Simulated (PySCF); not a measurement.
Problem. Write Cartesian coordinates for `C1C[AsH]CCC1CC` as optimised with PBE0-D3(BJ)/def2-SVP.

Solution. 
```
atom  x, y, z in Å
C1     2.813    0.324    0.725
C2     1.801   -0.638    0.121
C3     0.339   -0.193    0.218
C4    -0.591   -1.349   -0.166
C5    -2.074   -1.073    0.052
As6   -2.676    0.386   -1.142
C7    -1.325    1.653   -0.447
C8     0.075    1.070   -0.609
H9     2.576    0.540    1.779
H10    3.828   -0.099    0.695
H11    2.847    1.286    0.191
H12    2.047   -0.820   -0.941
H13    1.897   -1.617    0.620
H14    0.134    0.056    1.278
H15   -0.410   -1.613   -1.225
H16   -0.301   -2.240    0.417
H17   -2.674   -1.969   -0.166
H18   -2.263   -0.794    1.100
H19   -3.827    0.864   -0.258
H20   -1.531    1.870    0.613
H21   -1.420    2.599   -1.002
H22    0.813    1.842   -0.336
H23    0.264    0.837   -1.674
```

Any rigid rotation of these coordinates is as good. Atoms count from 1 in this order. Of the pairs four or more bonds apart, H11···H22 is among the closest relative to their van der Waals radii: 2.17 Å, 91 % of the sum of Bondi's values. As6 (arsenic bonded to 2 C and H) is pyramidal (angles 96.4°, 96.4° and 93.0°, sum 285.7°, 0.93 Å off the plane of its three neighbours). The 6-membered ring C3–C4–C5–As6–C7–C8 has internal angles of 93.0° to 114.7°; it is puckered, 0.29 Å rms from its mean plane, widest ring torsion 65°.

Bonds between heavy atoms (Å): C1–C2 1.521, C2–C3 1.531, C3–C4 1.532, C4–C5 1.524, C5–As6 1.979, As6–C7 1.979, C7–C8 1.525, C3–C8 1.532.

Level of theory: PySCF, PBE0-D3(BJ)/def2-SVP geometry optimisation, gas phase.

Point group: C1 (no symmetry element, even within 0.4 Å). No PBE0-D3(BJ)/def2-SVP frequencies stand behind this structure, so it isn't proved a minimum. One conformer, not necessarily the lowest (C1–C2–C3–C4 -169°, C2–C3–C4–C5 173°, C3–C4–C5–As6 65°, C4–C5–As6–C7 -57°, C5–As6–C7–C8 57°).
